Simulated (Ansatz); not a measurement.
Stepwise reaction of `[F][Al]([Br])[Br]` with hydrogen chloride, as a gas-phase model of exchange steps in deposition or etching. ΔE in kJ/mol; ΔG adds harmonic PBE0-D4 terms to CCSD(T)/CBS, at 1 bar.

Isolated molecules relaxed with PBE0-D4/def2-TZVP in Ansatz; ΔE leaves out vibrations. CCSD(T)/CBS adds triple-zeta CCSD(T) − MP2 to the extrapolated MP2 energy (def2 sets, frozen cores). This one scheme is used for every species. DFT in def2-TZVPP. B3LYP here is the variant with VWN-RPA as its local correlation; programs differ in this. For Br outer-core shells are correlated without core-valence functions, which leaves a few kJ/mol of doubt a bond. Scalar relativity is left out up to krypton.

| step | reaction | PBE-D4 | B3LYP-D4 | ωB97M-V | CCSD(T)/CBS | ΔG(400 K) |
| --- | --- | --- | --- | --- | --- | --- |
| 1 | `[F][Al]([Br])[Br]` + HCl → `[F][Al]([Cl])[Br]` + HBr | -0.2 | -1.9 | -1.3 | 1.0 | -2.7 |
| 2 | `[F][Al]([Cl])[Br]` + HCl → `[F][Al]([Cl])[Cl]` + HBr | -0.4 | -2.2 | -1.4 | 0.9 | 1.8 |

(1) By hand: ΔE of the 2 steps together at CCSD(T)/CBS.

Answers

(1) (1.0) + (0.9) = 1.9 kJ/mol, or 0.9 kJ/mol a step.

In ΔE the steps differ by no more than 0.1 kJ/mol. ΔG lies between -2.7 and 1.8 kJ/mol a step. PBE-D4 differs from CCSD(T)/CBS by -1.3 to -1.2 kJ/mol a step. Isolated molecules leave out the surface, adducts and barriers. Largest T1 diagnostic: 0.010.
